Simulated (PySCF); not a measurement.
Species: C7H13BO2.
Structure used (PBE0-D3(BJ)/def2-SVP), in Å, numbered top down from 1:
```xyz
23
C7H13BO2 angstrom
C     -1.9651   -0.9501    0.5380
C     -1.0091   -0.5526   -0.5721
C      0.2429   -1.4575   -0.6615
C      1.0215   -0.3859    0.0913
C      1.7231   -0.6041    1.3957
C      2.4972   -0.1920    0.1734
C     -0.0694    0.6469   -0.2072
B     -0.5723    1.7286    0.8235
O      0.1386    2.0219    1.9453
O     -1.7366    2.4226    0.6244
H     -2.7430   -0.1870    0.6992
H     -2.4680   -1.9029    0.3097
H     -1.4240   -1.0745    1.4902
H     -1.5596   -0.4353   -1.5204
H      0.5950   -1.5827   -1.6980
H      0.1659   -2.4501   -0.1883
H      1.5797    0.1380    2.1835
H      1.8257   -1.6375    1.7416
H      3.1409   -0.9316   -0.3128
H      2.8756    0.8340    0.1353
H      0.1975    1.1776   -1.1421
H     -0.2940    2.7143    2.4590
H     -2.1907    2.1627   -0.1819
```

Method used: TDDFT CAM-B3LYP/def2-SVPD, vertical, gas phase, core orbitals frozen in the response (PySCF 2.14.0, density-fitted response routines).

Kohn–Sham orbitals with the atoms that hold most of them (Löwdin shares over 4%, at most four atoms; ? is withheld):

```tsv
orbital	ε (eV)	atoms
LUMO+2	1.77	C3 14%, H15 12%, C6 12%, H16 8%
LUMO+1	1.39	O9 20%, O10 20%, H22 10%, H14 9%
LUMO	0.64	?
HOMO	-8.75	C4 25%, C6 17%, C5 15%, C7 9%
HOMO-1	-9.00	?
HOMO-2	-9.65	C7 22%, C3 17%, C4 13%, C2 11%
HOMO-3	-10.50	C3 16%, C2 15%, C7 14%, C1 11%
```

Task: Give the leading atoms of the LUMO.

Result: B8 (bonded to C and 2 O) 38%; O10 (bonded to B and H) 14%; O9 (bonded to B and H) 10%; H23 (bonded to O) 10%. By element: boron 38%, oxygen 24%, hydrogen 10% or more.

Task: Which atoms hold the HOMO-1, and with what shares?

Result: C5 (bonded to 2 C and 2 H) 24%; C6 (bonded to 2 C and 2 H) 22%; C4 (bonded to 4 C) 12%; C2 (bonded to 3 C and H) 10%.

Task: The HOMO–LUMO gap is 9.38 eV. Where does the response calculation put the lowest singlet, and from which orbitals?

Result: S1 is at 7.09 eV (f = 0.028), 2.29 eV below the gap, made of HOMO→LUMO (83%). 

Task: One configuration dominates each of S1 and S2. Which, and how do the shares of the two leading atoms of either orbital change from the occupied to the empty one?

Result: 
- S1 (7.09 eV, f 0.028), HOMO→LUMO (83%): C4 25% → at most 10%, C6 17% → at most 10%, B8 at most 9% → 38%, O10 at most 9% → 14%
- S2 (7.39 eV, f 0.0002), HOMO-1→LUMO (80%): C5 24% → at most 10%, C6 22% → at most 10%, B8 at most 10% → 38%, O10 at most 10% → 14%

Löwdin shares depend on the basis, the more so with diffuse functions.

One conformer stands for the species.
